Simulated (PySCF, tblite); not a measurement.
Potential energy surface of CF₂, singlet: symmetric bend, bond length relaxed. Scanned: F-C-F angle. Other coordinates (C-F bond length) were minimised at PBE0/def2-TZVP.

Computed with: GFN2-xTB, 300 K electronic temperature (tblite); MP2 on RHF/cc-pVTZ, 3 core orbitals frozen (PySCF); CCSD(T) on RHF/cc-pVTZ, 3 core orbitals frozen (PySCF).

Energies relative to the lowest point of each profile, in mEh:

```json
[
 {"a / °": "150", "GFN2-xTB": "76.7", "MP2": "115.6"},
 {"a / °": "140", "GFN2-xTB": "49.6", "MP2": "74.0"},
 {"a / °": "130", "GFN2-xTB": "27.0", "MP2": "39.5"},
 {"a / °": "120", "GFN2-xTB": "9.7", "MP2": "14.1"},
 {"a / °": "110", "GFN2-xTB": "0.0", "MP2": "0.0"},
 {"a / °": "100", "GFN2-xTB": "0.7", "MP2": "0.1"},
 {"a / °": "90", "GFN2-xTB": "16.7", "MP2": "19.1"},
 {"a / °": "80", "GFN2-xTB": "54.9", "MP2": "63.3"}
]
```

### Question
What does CCSD(T) give at the same points?

### Answer
150: 112.3; 140: 72.6; 130: 39.0; 120: 14.0; 110: 0.0; 100: 0.0; 90: 18.5; 80: 61.9 (mEh).

The scan ran from 180.0 to 80.0; beyond the range shown the relaxed coordinates jump or full CI changes its symmetry label.
